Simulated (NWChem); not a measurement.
Everything below was run with NWChem. System: CH6BN, charge 0, spin multiplicity 1, displaced from the optimised geometry. The structure started from a generated list of species.

Job file:

```
start mol
memory heap 200 mb stack 800 mb global 1000 mb
geometry units angstroms nocenter noautoz
  B     -1.401775    -0.227411     0.000000
  H     -2.159335    -1.211365     0.000000
  H     -1.827332     0.940719     0.000000
  N      0.004923    -0.448113     0.000000
  C      1.081350     0.568931     0.000000
  H      0.358140    -1.430902     0.000000
  H      1.746815     0.481141    -0.914526
  H      1.746815     0.481141     0.914526
  H      0.621211     1.599523     0.000000
  symmetry group Cs
end
basis spherical
  * library def2-tzvp
end
dft
  xc b3lyp
  semidirect memsize 60000000 filesize 0
  iterations 100
  convergence nodiis damp 40
end
task dft gradient
```

The output up to the point where the run's verdict is printed (cleaned and shortened):

```
             Northwest Computational Chemistry Package (NWChem) 7.3.0
             --------------------------------------------------------

                                NWChem Input Module
                                -------------------

 Scaling coordinates for geometry "geometry" by  1.889725989
 (inverse scale =  0.529177249)

 Turning off AUTOSYM since
 SYMMETRY directive was detected!

                             Geometry "geometry" -> ""
                             -------------------------

 Output coordinates in angstroms (scale by  1.889725989 to convert to a.u.)

  No.       Tag          Charge          X              Y              Z
 ---- ---------------- ---------- -------------- -------------- --------------
    1 B                    5.0000    -1.40177500    -0.22741100     0.00000000
    2 H                    1.0000    -2.15933500    -1.21136500     0.00000000
    3 H                    1.0000    -1.82733200     0.94071900     0.00000000
    4 N                    7.0000     0.00492300    -0.44811300     0.00000000
    5 C                    6.0000     1.08135000     0.56893100     0.00000000
    6 H                    1.0000     0.35814000    -1.43090200     0.00000000
    7 H                    1.0000     1.74681500     0.48114100    -0.91452600
    8 H                    1.0000     1.74681500     0.48114100     0.91452600
    9 H                    1.0000     0.62121100     1.59952300     0.00000000

 Effective nuclear repulsion energy (a.u.)      68.8518493455

            Nuclear Dipole moment (a.u.)
            ----------------------------
        X                 Y               Z
 ---------------- ---------------- ----------------
     0.0000000000    -0.0000056692     0.0000000000

      Symmetry information
      --------------------

 Group name             Cs
 Group number              2
 Group order               2
 No. of unique centers     8

      Symmetry unique atoms

     1    2    3    4    5    6    7    9


 Summary of "ao basis" -> "" (spherical)
 ------------------------------------------------------------------------------
[...]
 d= 0,ls=0.0         52    -65.1322759121  3.95D+00  1.21D-01              45.0
 d= 0,ls=0.0         53    -69.0776329692 -3.95D+00  1.21D-01              45.8
 d= 0,ls=0.0         54    -65.1322740649  3.95D+00  1.21D-01              46.6
 d= 0,ls=0.0         55    -69.0776248547 -3.95D+00  1.21D-01              47.4
 d= 0,ls=0.0         56    -65.1322731109  3.95D+00  1.21D-01              48.1
 d= 0,ls=0.0         57    -69.0776206641 -3.95D+00  1.21D-01              48.9
 d= 0,ls=0.0         58    -65.1322726182  3.95D+00  1.21D-01              49.6
 d= 0,ls=0.0         59    -69.0776184999 -3.95D+00  1.21D-01              50.3
 d= 0,ls=0.0         60    -65.1322723638  3.95D+00  1.21D-01              51.0
 d= 0,ls=0.0         61    -69.0776173823 -3.95D+00  1.21D-01              51.7
 d= 0,ls=0.0         62    -65.1322722324  3.95D+00  1.21D-01              52.5
 d= 0,ls=0.0         63    -69.0776168051 -3.95D+00  1.21D-01              53.3
 d= 0,ls=0.0         64    -65.1322721646  3.95D+00  1.21D-01              54.1
 d= 0,ls=0.0         65    -69.0776165070 -3.95D+00  1.21D-01              54.9
 d= 0,ls=0.0         66    -65.1322721295  3.95D+00  1.21D-01              55.7
 d= 0,ls=0.0         67    -69.0776163531 -3.95D+00  1.21D-01              56.5
 d= 0,ls=0.0         68    -65.1322721114  3.95D+00  1.21D-01              57.2
 d= 0,ls=0.0         69    -69.0776162736 -3.95D+00  1.21D-01              58.0
 d= 0,ls=0.0         70    -65.1322721021  3.95D+00  1.21D-01              58.8
 d= 0,ls=0.0         71    -69.0776162325 -3.95D+00  1.21D-01              59.5
 d= 0,ls=0.0         72    -65.1322720973  3.95D+00  1.21D-01              60.2
 d= 0,ls=0.0         73    -69.0776162113 -3.95D+00  1.21D-01              60.9
 d= 0,ls=0.0         74    -65.1322720948  3.95D+00  1.21D-01              61.6
 d= 0,ls=0.0         75    -69.0776162004 -3.95D+00  1.21D-01              62.4
 d= 0,ls=0.0         76    -65.1322720935  3.95D+00  1.21D-01              63.2
 d= 0,ls=0.0         77    -69.0776161947 -3.95D+00  1.21D-01              64.0
 d= 0,ls=0.0         78    -65.1322720928  3.95D+00  1.21D-01              64.7
 d= 0,ls=0.0         79    -69.0776161918 -3.95D+00  1.21D-01              65.4
 d= 0,ls=0.0         80    -65.1322720925  3.95D+00  1.21D-01              66.1
 d= 0,ls=0.0         81    -69.0776161903 -3.95D+00  1.21D-01              66.8
 d= 0,ls=0.0         82    -65.1322720923  3.95D+00  1.21D-01              67.5
 d= 0,ls=0.0         83    -69.0776161895 -3.95D+00  1.21D-01              68.2
 d= 0,ls=0.0         84    -65.1322720922  3.95D+00  1.21D-01              69.0
 d= 0,ls=0.0         85    -69.0776161891 -3.95D+00  1.21D-01              69.8
 d= 0,ls=0.0         86    -65.1322720921  3.95D+00  1.21D-01              70.6
 d= 0,ls=0.0         87    -69.0776161889 -3.95D+00  1.21D-01              71.3
 d= 0,ls=0.0         88    -65.1322720921  3.95D+00  1.21D-01              72.1
 d= 0,ls=0.0         89    -69.0776161888 -3.95D+00  1.21D-01              72.9
 d= 0,ls=0.0         90    -65.1322720921  3.95D+00  1.21D-01              73.7
 d= 0,ls=0.0         91    -69.0776161888 -3.95D+00  1.21D-01              74.4
 d= 0,ls=0.0         92    -65.1322720921  3.95D+00  1.21D-01              75.2
 d= 0,ls=0.0         93    -69.0776161887 -3.95D+00  1.21D-01              76.0
 d= 0,ls=0.0         94    -65.1322720921  3.95D+00  1.21D-01              76.7
 d= 0,ls=0.0         95    -69.0776161887 -3.95D+00  1.21D-01              77.5
 d= 0,ls=0.0         96    -65.1322720921  3.95D+00  1.21D-01              78.4
 d= 0,ls=0.0         97    -69.0776161887 -3.95D+00  1.21D-01              79.1
 d= 0,ls=0.0         98    -65.1322720921  3.95D+00  1.21D-01              79.9
 d= 0,ls=0.0         99    -69.0776161887 -3.95D+00  1.21D-01              80.5
 d= 0,ls=0.0        100    -65.1322720921  3.95D+00  1.21D-01              81.2
```

Convergence was not reached. The next line reads: Calculation failed to converge. NWChem stopped with the message: dft gradient failed.
